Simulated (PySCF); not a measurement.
C8H14SSi, SMILES Cc1ccc([Si](C)(C)C)s1 (GFN2-xTB optimised geometry):

```
24

C     -1.947    -2.920     0.001
C     -1.020    -1.757     0.000
C      0.340    -1.757     0.000
C      0.895    -0.459     0.000
C     -0.030     0.541     0.000
Si     0.212     2.410     0.002
C     -0.683     3.140    -1.516
C      2.079     2.777    -0.078
C     -0.544     3.123     1.602
S     -1.632    -0.135     0.001
H     -1.381    -3.847    -0.014
H     -2.578    -2.908     0.889
H     -2.600    -2.892    -0.871
H      0.929    -2.658    -0.001
H      1.953    -0.269    -0.001
H     -0.268     2.758    -2.444
H     -1.739     2.888    -1.501
H     -0.603     4.222    -1.540
H      2.531     2.348    -0.967
H      2.259     3.847    -0.103
H      2.600     2.378     0.786
H     -0.467     4.205     1.627
H     -0.043     2.736     2.485
H     -1.596     2.865     1.683
```

Method: PBE/def2-SVP (PySCF).

What are the frontier orbital energies and the dipole moment?

HOMO-2 -7.10 eV, HOMO-1 -5.90 eV, HOMO -5.31 eV, LUMO -1.08 eV, LUMO+1 0.25 eV; dipole moment 0.39 D.

Meta-Löwdin charges at PBE/def2-SVP: C1 -0.31, C2 -0.09, C3 -0.16, C4 -0.13, C5 -0.34, Si6 0.85, C7 -0.55, C8 -0.55, C9 -0.55, S10 0.22, H11 0.12, H12 0.12, H13 0.12, H14 0.11, H15 0.11, H16 0.12, H17 0.12, H18 0.11, H19 0.12, H20 0.12, H21 0.12, H22 0.11, H23 0.12, H24 0.12.
